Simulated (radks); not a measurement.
Problem. These are the eigenvalues of the occupied orbitals of an atom or ion with whole-number occupations (hartree). All-electron calculation, non-relativistic Kohn-Sham, LB94 model potential, spin-polarised, spherical densities, point nucleus. Program: a radial shooting solver on a logarithmic mesh with Libxc functionals.

orbital  eigenvalue
1s        -2995.399
2s        -575.6637
2p        -557.9321
3s        -198.5260
3p        -190.2328
3d        -175.0097
4s        -95.81399
4p        -92.13772

Which element is it, and in what charge state? The configuration may be excited. Open shells, if any, are filled with parallel spins first.

Solution. Z = 82, lead, charge +46: Pb46+ in [Kr]. The list shows which subshells hold electrons but not how many an open one holds; the 1s level, -2995.4 hartree, gives Z - s = 77.4 by -(Z - s)^2/2, which with screening narrows Z to a few neighbours, and the depths of the outer levels then fix element, charge and occupations together.
